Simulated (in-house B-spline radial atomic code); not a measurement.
RPA and G0W0 on r2SCAN0: the gold ion Au⁶⁺

Configuration [Xe] 4f14 5d5, highest spin, mean-field start r2SCAN0. Computed with an all-electron radial atomic-structure program (B-spline basis): all electrons, scalar-relativistic (spin-free one-electron X2C), finite nucleus, each spin shell either full or empty, empty states to l = 9 with an (l + 1/2)⁻⁴ tail; G0W0 by contour deformation at full frequency.

Without the two-electron picture change, the correlation of inner shells comes somewhat too large for so heavy an element.

Command:
```bash
python run_gw.py task.json out
```
Settings (radii: box in bohr, nucleus in fm):
```
Z                        79
electrons                73
configuration            [Xe] 4f14 5d5
hamiltonian              x2c
method                   r2scan0
lmax                     9
rms_radius               5.4371
spin_polarised           True
box_radius               9.29
intervals                66
```

Cost of the run: 9.9 s on 1 thread of Arm Neoverse N1 (shared host).

Energies (hartree):

```
                                     term         value
                         mean-field total  -19005.54233
Hartree-Fock functional on these orbitals  -19000.30200
                      direct second order        -7.293
                    second-order exchange        1.8303
                         SOSEX correction        1.7356
```

**Question.** What is the RPA correlation energy, and what remains with SOSEX?

**Answer.** RPA gives -6.4769 hartree (-2.41 eV per electron); RPA + SOSEX gives -4.7413, and the second-order doubles -5.4627 hartree (no singles). SOSEX takes back 27 % of the RPA value.

Quasi-particle levels (eV):

```tsv
level	occupied	mean field	Σx - vxc	Σc	QP weight	G0W0
5d up	yes	-91.03	-5.66	?	?	?
5p down	yes	-146.54	-6.06	-0.45	0.960	-153.05
4f down	yes	-176.07	-16.31	6.30	0.937	-186.08
5d down	no	-80.33	7.52	-3.21	0.970	-76.02
```

G0W0 = mean field + (Σx - vxc) + Σc, with Σc (partial-wave tail included) taken at the quasi-particle energy. Only the outer levels were computed. Levels of low weight are left out.

**Question.** Where does G0W0 put 5d up?

**Answer.** At -97.12 eV, with Σc = -0.43 eV and a quasi-particle weight of 0.970. The tabulated removal energy is 94 ± 2 eV (NIST, tabulated theory); the calculation leaves out spin-orbit coupling, Breit and QED terms, and what these don't explain is the method's own error.
